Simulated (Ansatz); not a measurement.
`[ZnH][SiH]1[SiH2][Te]1`. The species carries charge 0 and has multiplicity 1. Te takes the def2 core potential.

```xyz
8

Zn   -2.438   -0.050   -0.257
Si   -0.176   -0.073   -0.889
Si    1.438    0.405    0.654
Te    0.921   -2.009    0.371
H    -3.901   -0.096    0.247
H     0.291   -0.005   -2.302
H     2.788    0.828    0.212
H     1.078    1.000    1.964
```

List the harmonic frequencies (cm⁻¹, unscaled) at PBE0-D4/def2-TZVP in Ansatz. (An estimate is asked.)

Ansatz gave: 36, 79, 270, 296, 334, 405, 420, 461, 507, 528, 558, 633, 674, 926, 1881, 2194, 2228, 2247.

Is this a minimum?

Yes, all 18 modes are real.

Give the ideal-gas thermochemistry at 298.15 K and 1 bar (rigid rotor, harmonic oscillator; point group C1, symmetry number 1).

Zero-point energy 87.8 kJ/mol; H(298) − E = 110.0 kJ/mol; entropy 383.2 J/(mol·K), of which translation 177.9, rotation 126.4, vibration 78.9; G(298) − E = -4.3 kJ/mol. Modes under 100 cm⁻¹ are hindered rotations or soft bends, so the harmonic entropy is rough.

And at 400, 500, 600, 800 and 1000 K?


```
T (K)  H − E (kJ/mol)  S (J/mol/K)  G − E (kJ/mol)
  400           122.2        418.5           -45.1
  500           135.4        447.8           -88.5
  600           149.4        473.3          -134.6
  800           179.1        515.9          -233.7
 1000           210.6        551.1          -340.5
```

Rotational constants (cm⁻¹)?

0.08265, 0.02236, 0.01907.
